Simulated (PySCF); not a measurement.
**SnFCl: from structure and modes to constants**

Computed with PBE0 in PySCF with Sn def2-TZVP with ECP28, F def2-TZVP, Cl def2-TZVP; scalar-relativistic core potentials, no spin–orbit coupling; density-fitted integrals.

The singlet minimum has Cs symmetry. Masses (u): Sn 119.90220, F 18.99840, Cl 34.96885.

```xyz
3
charge 0 multiplicity 1, angstrom
Sn   -0.0010    0.4298   -0.2529
F     0.0024   -1.0219   -1.5326
Cl    0.0021   -0.9055    1.6936
```

Harmonic wavenumbers (cm⁻¹): 156.5 (a', ×1), 354.2 (a', ×1), 593.6 (a', ×1).

Task: What is the harmonic zero-point energy?

Result: Half the sum of all 3 wavenumbers, 1104/2 = 552 cm⁻¹, which is 6.6 kJ/mol (1 cm⁻¹ = 0.0119627 kJ/mol).

Task: Give the standard entropy (298.15 K, 1 bar) by its translational, rotational, vibrational and spin parts, and Cp.

Result: Sackur–Tetrode with M = 173.87 u gives 173.2; rotation with symmetry number 1 gives 109.0; vibration 17.6; spin R ln 1 = 0.0. The total is 299.8 J/(mol K), and Cp = 4 R + 18.9 = 52.1 J/(mol K).

Only a few start shapes were tried, so a lower isomer may exist.
